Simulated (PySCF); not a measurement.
# Low-lying terms of C(2+) (carbon, charge +2)

Ground state [He] 2s2, ¹S. Calculation: PySCF 2.14, in an uncontracted even-tempered set (20 s from 0.0192 bohr⁻², ratio 2.5; 11 p from 0.0117 bohr⁻², ratio 2.7; 10 d from 0.0132 bohr⁻², ratio 2.7; 5 f from 1.1 bohr⁻², ratio 2.7); the spin-free X2C one-electron Hamiltonian (Gaussian nucleus). Vertical excitation energies in eV without spin-orbit coupling; excited terms of each kind are numbered among those the solver found. Frozen: nothing.

```
 term  leading excitation  EOM-EE-CCSD
1 3P°              2s → p        6.485
1 1P°              2s → p       12.731
 1 3S              2s → s       29.532
 1 1S              2s → s       30.656
2 1P°              2s → p       32.124
2 3P°              2s → p       32.205
```

Only the lower part of the computed list is shown. Doubly excited terms such as np² are absent. The solver can miss terms. Rydberg members are limited by the diffuse functions of the basis. The 12 highest virtual orbitals were dropped.
